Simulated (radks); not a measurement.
Charge is removed step by step from the 4f up level of Pr2+, starting from [Xe] 4f(up 3, down 0). Method: scalar-relativistic Kohn-Sham, PBEsol, spin-polarised, spherical densities, finite nucleus; Fermi nuclear charge, rms radius 4.8919 fm; computed with a radial shooting solver on a logarithmic mesh with Libxc functionals.

[
 {"removed (e)": "0", "E - E(0) (eV)": "0.000", "eigenvalue (eV)": "-14.557", "E minus straight line (eV)": "0.000"},
 {"removed (e)": "0.25", "E - E(0) (eV)": "4.104", "eigenvalue (eV)": "-18.240", "E minus straight line (eV)": "-1.470"},
 {"removed (e)": "0.5", "E - E(0) (eV)": "9.156", "eigenvalue (eV)": "-22.132", "E minus straight line (eV)": "-1.993"},
 {"removed (e)": "0.75", "E - E(0) (eV)": "15.205", "eigenvalue (eV)": "-26.211", "E minus straight line (eV)": "-1.517"},
 {"removed (e)": "1", "E - E(0) (eV)": "22.297", "eigenvalue (eV)": "-30.463", "E minus straight line (eV)": "0.000"}
]

Removing the whole electron costs 22.297 eV by Delta-SCF, against 14.557 eV from minus the eigenvalue at the starting occupation. Slater's transition state (half an electron removed) gives 22.132 eV. Integrating minus the eigenvalue over the occupation (Janak's theorem) gives 22.257 eV. In this scalar-relativistic scheme the density is built from large components alone, so the theorem holds only approximately. The mean slope of the eigenvalue, de/dn, is 15.9 eV per electron. Ionisation energy of Pr2+ in the NIST Atomic Spectra Database: 21.624 eV (measured).
